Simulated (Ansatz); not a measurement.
Method: Ansatz (a program for electronic structure) with PBE0-D4/def2-SVP. No frequencies were computed at this level.

Ansatz 0.2 input:
```yaml
crystal:
  periodic: [false, false, false]
  atoms:
    - { symbol: Si, position_ang: [-2.915293, -0.581221, -0.343927] }
    - { symbol: C, position_ang: [-1.262508, 0.324392, -0.116346] }
    - { symbol: C, position_ang: [-1.345629, 1.697243, -0.047529] }
    - { symbol: C, position_ang: [-0.226841, 2.519949, 0.118393] }
    - { symbol: C, position_ang: [1.013858, 1.961493, 0.219169] }
    - { symbol: C, position_ang: [1.172734, 0.562489, 0.156953] }
    - { symbol: C, position_ang: [2.46057, -0.002761, 0.262373] }
    - { symbol: C, position_ang: [2.642528, -1.353802, 0.205333] }
    - { symbol: C, position_ang: [1.53462, -2.192021, 0.039688] }
    - { symbol: C, position_ang: [0.275743, -1.661358, -0.064599] }
    - { symbol: Cl, position_ang: [-1.029967, -2.772978, -0.266823] }
    - { symbol: C, position_ang: [0.024418, -0.269184, -0.01263] }
    - { symbol: H, position_ang: [-3.920223, 0.49185, -0.390411] }
    - { symbol: H, position_ang: [-2.991924, -1.267948, -1.632292] }
    - { symbol: H, position_ang: [-3.25298, -1.406426, 0.814674] }
    - { symbol: H, position_ang: [-2.314419, 2.168292, -0.124238] }
    - { symbol: H, position_ang: [-0.355109, 3.591632, 0.165351] }
    - { symbol: H, position_ang: [1.892789, 2.576562, 0.347752] }
    - { symbol: H, position_ang: [3.302509, 0.661956, 0.38982] }
    - { symbol: H, position_ang: [3.627751, -1.786684, 0.285956] }
    - { symbol: H, position_ang: [1.667372, -3.261478, -0.006669] }
basis:
  gaussian: { orbitals: def2-svp }
hamiltonian:
  xc: pbe0
  dispersion: d4
relax:
  max_steps: 150
```

Output:

```
Functional definition: PBE0
2519 factors; integrals over basis functions are off by at most 4.7e-4 eV
mean field evaluation 1: about -30873.0927 eV, gradient 5.9e1 eV
mean field evaluation 2: about -30869.7306 eV, gradient 7.0e1 eV
mean field evaluation 4: about -30882.8961 eV, gradient 7.1e0 eV
mean field evaluation 8: about -30883.1099 eV, gradient 6.8e-1 eV
mean field evaluation 16: about -30883.1111 eV, gradient 2.4e-4 eV
mean field -30883.11112300 eV, -1134.9334004458 hartree, gradient 4.8e-5 eV, S^2 0.000000; 0 other end points of the search recorded, 0 dependent functions left out
reference -30883.11115760 eV, -1134.9334017170 hartree; 50, 50 occupied and 171, 171 virtual orbitals, 2519 factors
relax step   1: F+E_penalty+E_count = -30883.84637417 eV  Δ(F+E_penalty+E_count) = +0.000e0 eV  max|allowed force component| = 5.296e-1 eV/Å  Δτ_max = 0.0000 Å  (31 SCF iters, accepted)
these checks for a lower state are left out or cut short: starts, cluster_reference, orbital_swaps, neighbouring_geometries, increment
2519 factors; integrals over basis functions are off by at most 4.8e-4 eV
mean field -30883.21795541 eV, -1134.9373264644 hartree, gradient 1.2e-5 eV, S^2 0.000000; 0 other end points of the search recorded, 0 dependent functions left out
reference -30883.21799035 eV, -1134.9373277482 hartree; 50, 50 occupied and 171, 171 virtual orbitals, 2519 factors
relax step   2: F+E_penalty+E_count = -30883.94523725 eV  Δ(F+E_penalty+E_count) = -9.886e-2 eV  max|allowed force component| = 1.833e-1 eV/Å  Δτ_max = 0.1081 Å  (34 SCF iters, accepted)
these checks for a lower state are left out or cut short: starts, cluster_reference, orbital_swaps, neighbouring_geometries, increment
2519 factors; integrals over basis functions are off by at most 4.8e-4 eV
mean field evaluation 32: about -30883.2246 eV, gradient 1.2e-5 eV
mean field -30883.22457169 eV, -1134.9375696082 hartree, gradient 1.2e-5 eV, S^2 0.000000; 0 other end points of the search recorded, 0 dependent functions left out
reference -30883.22460672 eV, -1134.9375708955 hartree; 50, 50 occupied and 171, 171 virtual orbitals, 2519 factors
relax step   3: F+E_penalty+E_count = -30883.95157486 eV  Δ(F+E_penalty+E_count) = -6.338e-3 eV  max|allowed force component| = 4.739e-2 eV/Å  Δτ_max = 0.0309 Å  (35 SCF iters, accepted)
these checks for a lower state are left out or cut short: starts, cluster_reference, orbital_swaps, neighbouring_geometries, increment
2519 factors; integrals over basis functions are off by at most 4.8e-4 eV
mean field -30883.22523367 eV, -1134.9375939355 hartree, gradient 2.2e-5 eV, S^2 0.000000; 0 other end points of the search recorded, 0 dependent functions left out
reference -30883.22526870 eV, -1134.9375952229 hartree; 50, 50 occupied and 171, 171 virtual orbitals, 2519 factors
relax step   4: F+E_penalty+E_count = -30883.95217909 eV  Δ(F+E_penalty+E_count) = -6.042e-4 eV  max|allowed force component| = 3.157e-2 eV/Å  Δτ_max = 0.0101 Å  (27 SCF iters, accepted)
these checks for a lower state are left out or cut short: starts, cluster_reference, orbital_swaps, neighbouring_geometries, increment
2519 factors; integrals over basis functions are off by at most 4.8e-4 eV
mean field -30883.22508468 eV, -1134.9375884601 hartree, gradient 2.1e-5 eV, S^2 0.000000; 0 other end points of the search recorded, 0 dependent functions left out
reference -30883.22511970 eV, -1134.9375897473 hartree; 50, 50 occupied and 171, 171 virtual orbitals, 2519 factors
relax step   5: F+E_penalty+E_count = -30883.95211823 eV  Δ(F+E_penalty+E_count) = +6.085e-5 eV  max|allowed force component| = 2.906e-2 eV/Å  Δτ_max = 0.0047 Å  (28 SCF iters, rejected (line search))
these checks for a lower state are left out or cut short: starts, cluster_reference, orbital_swaps, neighbouring_geometries, increment
2519 factors; integrals over basis functions are off by at most 4.8e-4 eV
mean field -30883.22521165 eV, -1134.9375931261 hartree, gradient 8.1e-5 eV, S^2 0.000000; 0 other end points of the search recorded, 0 dependent functions left out
reference -30883.22524667 eV, -1134.9375944134 hartree; 50, 50 occupied and 171, 171 virtual orbitals, 2519 factors
relax step   6: F+E_penalty+E_count = -30883.95222505 eV  Δ(F+E_penalty+E_count) = -4.596e-5 eV  max|allowed force component| = 4.301e-3 eV/Å  Δτ_max = 0.0019 Å  (24 SCF iters, accepted)
2519 factors; integrals over basis functions are off by at most 4.8e-4 eV
mean field evaluation 64: about -30883.2252 eV, gradient 4.9e-3 eV
mean field -30883.22521165 eV, -1134.9375931261 hartree, gradient 8.1e-5 eV, S^2 0.000000; 1 other end points of the search recorded, 0 dependent functions left out
reference -30883.22524667 eV, -1134.9375944134 hartree; 50, 50 occupied and 171, 171 virtual orbitals, 2519 factors
Total energy: -30883.95226008 eV, -1134.9643116632 hartree
Atom 0 at    -2.955870    -0.537761    -0.345800 Å, force    -0.003458     0.000634    -0.000332 eV/Å
Atom 1 at    -1.269807     0.304308    -0.118263 Å, force     0.004301     0.002358     0.000600 eV/Å
Atom 2 at    -1.359597     1.687253    -0.049583 Å, force    -0.000509    -0.000954    -0.000113 eV/Å
Atom 3 at    -0.234372     2.520677     0.117634 Å, force    -0.000462    -0.000408    -0.000070 eV/Å
Atom 4 at     1.011226     1.961160     0.218870 Å, force     0.000841     0.000915     0.000138 eV/Å
Atom 5 at     1.180930     0.554832     0.157394 Å, force     0.000108    -0.000754    -0.000033 eV/Å
Atom 6 at     2.482032     0.003443     0.265012 Å, force    -0.001574    -0.000187    -0.000179 eV/Å
Atom 7 at     2.679843    -1.352987     0.209358 Å, force     0.001126     0.002063     0.000234 eV/Å
Atom 8 at     1.576495    -2.209652     0.043159 Å, force    -0.002969     0.001101    -0.000258 eV/Å
Atom 9 at     0.304789    -1.691965    -0.063230 Å, force     0.000839     0.001203     0.000159 eV/Å
Atom 10 at    -0.984325    -2.836093    -0.265517 Å, force     0.000220     0.000990     0.000076 eV/Å
Atom 11 at     0.032430    -0.292483    -0.013094 Å, force     0.003088    -0.002493     0.000191 eV/Å
Atom 12 at    -3.922299     0.606902    -0.384129 Å, force    -0.000853    -0.000626    -0.000128 eV/Å
Atom 13 at    -3.098316    -1.274143    -1.635141 Å, force    -0.000567    -0.000701     0.000027 eV/Å
Atom 14 at    -3.357514    -1.411627     0.794371 Å, force    -0.000545    -0.000687    -0.000224 eV/Å
Atom 15 at    -2.341942     2.159924    -0.127643 Å, force     0.001315    -0.001103     0.000077 eV/Å
Atom 16 at    -0.364235     3.604196     0.165093 Å, force    -0.000695     0.000362    -0.000053 eV/Å
Atom 17 at     1.898042     2.586618     0.348881 Å, force     0.000164    -0.000340    -0.000001 eV/Å
Atom 18 at     3.326277     0.684875     0.393650 Å, force     0.000163    -0.000278     0.000002 eV/Å
Atom 19 at     3.682923    -1.776527     0.292414 Å, force     0.000762     0.000552     0.000114 eV/Å
Atom 20 at     1.713290    -3.290954    -0.003436 Å, force    -0.001297    -0.001647    -0.000230 eV/Å
Dipole moment:     0.454255     0.218974     0.060857 e Å
```

Cost: around 5 core-minutes (rough).
